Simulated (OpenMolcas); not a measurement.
## V2+: effect of the metal basis

V2+ with its 6 nearest oxide ions at 2.147 Å, on the Mg site of MgO (a = 4.2112 Å, distance in the model lattice 2.106 Å). The rest of the host is ab initio model potentials to 7.6 Å and point charges beyond; the distance is set by hand and nothing relaxes.

| Quantity | Value |
| --- | --- |
| Program | OpenMolcas |
| Method | CASSCF |
| Spin-orbit coupling | RASSI with atomic mean-field integrals over the reference wave functions |

Fixed: ligand basis ANO-RCC-VDZP, active space 3 electrons in 5 orbitals (3d), DKH2 Hamiltonian.

States (labels of O, the rotations of Oh). Energies in cm-1 above the lowest state or level, χT in cm3 K/mol; 10Dq and B are least-squares fits to the states below 45000 cm-1, weighted by degeneracy, with a free offset, and given where the rms deviation is under 5 % of |10Dq| (or 100 cm-1) and under 700 cm-1.

```
Run   Metal basis  Ground state  First state of that spin   10Dq  B (rms of fit)  First gap with spin-orbit (degeneracies)  χT at 300 K  First state of another spin                     Cost
  A  ANO-RCC-VDZP           4A2                 4T2 15144  15329       913 (136)                              15079 (4, 2)        1.862                     2E 15972  roughly 22 core-seconds
  B  ANO-RCC-VTZP           4A2                 4T2 14639  14871       914 (182)                              14574 (4, 2)        1.862                     2E 15868  roughly 30 core-seconds
```

Against A, |10Dq| changes by -3.0 % in B.

Costs are those of the RASSCF and RASSI steps.

Without dynamic correlation the repulsion within the d shell is too large (B by tens of per cent), so at a given field states of lower spin stand too high. Ligand-to-metal charge-transfer states are missing. With no ligand orbital active B as a rule stays too high, so bands that hang on it stand too high and its fall with covalency is understated. With metal d orbitals alone and no dynamic correlation 10Dq can be off by a tenth to a fifth, either way, in oxide and fluoride hosts. No measured value stands beside these numbers; the geometry was set by hand and not optimised.
